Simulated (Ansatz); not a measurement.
```yaml
crystal:
  periodic: [false, false, false]
  atoms:
    - {symbol: Ge, position_ang: [-0.965194, -0.433655, -1.397319]}
    - {symbol: Te, position_ang: [-1.093572, 2.116872, -0.537346]}
    - {symbol: Te, position_ang: [-1.537088, 0.076475, 1.227225]}
    - {symbol: Te, position_ang: [1.789709, -0.885994, 1.681947]}
    - {symbol: Te, position_ang: [1.806144, -0.873698, -0.974498]}
basis:
  gaussian: {orbitals: def2-TZVP, initial_orbitals: start.molden}
magnetization: {spin_polarized: true, initial_magnetization: 2}
hamiltonian: {xc: {name: wB97X-V}}
scf: {omitted_lower_state_checks: [starts]}
output: {orbitals: {seedname: orbitals}}
```

The file start.molden holds the orbitals of an earlier run on this structure, at another level or in another basis.

```sh
$ ansatz run in.yaml --threads 4 --pin off --events-out ev --progress --plain --max-ram 4787MiB
```

Task: Does this run fit into the memory that it is given?

Result: No. It has 248 basis functions, and Ansatz plans for 5.36 GiB where 4.67 GiB are given.
